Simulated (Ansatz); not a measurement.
**Two structures, one formula**

The two ends of one reaction step of BNH$_{5}$Cl$_{2}$F, closed shell (PBE0-D4/def2-TZVP).

A:

B1  (-0.840, 0.407, -0.422)
H2  (-0.779, 1.563, -0.122)
Cl3  (0.240, 0.056, -1.913)
Cl4  (-2.546, -0.200, -0.649)
H5  (0.783, -0.224, 0.894)
N6  (-0.207, -0.459, 0.767)
H7  (1.929, 0.308, -0.776)
F8  (2.415, 0.280, 0.037)
H9  (-0.279, -1.452, 0.555)
H10  (-0.716, -0.281, 1.628)
(Å)

B:

```json
{"atom": "B1", "x (Å)": "-1.0931", "y (Å)": "-0.4589", "z (Å)": "-0.3725"}
{"atom": "H2", "x (Å)": "0.8728", "y (Å)": "2.1795", "z (Å)": "-1.5114"}
{"atom": "Cl3", "x (Å)": "-0.7570", "y (Å)": "-1.0349", "z (Å)": "-1.9901"}
{"atom": "Cl4", "x (Å)": "-2.1919", "y (Å)": "0.8787", "z (Å)": "-0.1172"}
{"atom": "H5", "x (Å)": "1.1156", "y (Å)": "-0.0514", "z (Å)": "0.8884"}
{"atom": "N6", "x (Å)": "-0.4498", "y (Å)": "-1.0533", "z (Å)": "0.7276"}
{"atom": "H7", "x (Å)": "1.3339", "y (Å)": "1.9675", "z (Å)": "-0.9630"}
{"atom": "F8", "x (Å)": "1.9284", "y (Å)": "0.3849", "z (Å)": "1.0532"}
{"atom": "H9", "x (Å)": "0.0190", "y (Å)": "-1.9400", "z (Å)": "0.6209"}
{"atom": "H10", "x (Å)": "-0.7781", "y (Å)": "-0.8722", "z (Å)": "1.6639"}
```

Computed with Ansatz 0.2.0 (basis: def2-TZVPP); correlated methods freeze the cores. B3LYP uses VWN-RPA correlation.

Task: Which structure is lower at CCSD(T), and by how much? (To be estimated.)

Result: By the calculation: A, by 8.86 kcal/mol (electronic energy, against the other). By their contacts, A is a complex of BNH₄Cl₂ ([NH3][BH]([Cl])[Cl]) + HF and B is a complex of BNH₂Cl₂ ([NH2][B]([Cl])[Cl]) + HF + H₂.

All methods give the same order:

| method | E(B) − E(A) (kcal/mol) |
| --- | --- |
| SPW92 | 17.06 |
| PBE-D4 | 9.08 |
| BLYP-D4 | 5.17 |
| r2SCAN-D4 | 8.88 |
| B97M-V | 7.19 |
| PBE0-D4 | 10.75 |
| B3LYP-D4 | 6.98 |
| r2SCAN0-D4 | 10.33 |
| BHLYP-D4 | 8.66 |
| CAM-B3LYP-D4 | 8.83 |
| wB97X-V | 9.74 |
| wB97M-V | 9.08 |
| B2PLYP | 7.25 |
| PBE-QIDH | 11.18 |
| RPA on PBE | 7.80 |
| HF | 4.22 |
| MP2 | 8.84 |
| CCSD | 8.71 |
| CCSD(T) | 8.86 |

T1 diagnostic: at most 0.011.

Labels in which every atom is bracketed show which atoms are joined, not bond orders.

For scale, one of the runs: CCSD(T)/def2-TZVPP, 247 basis functions, launched by `ansatz run in.yaml --threads 8 --pin off --events-out ev --progress --plain --max-ram 19148MiB`. Hardware: 8 CPU threads of an Arm Neoverse V1, shared host. Wall time 110 s; peak host memory 5.1 GiB.
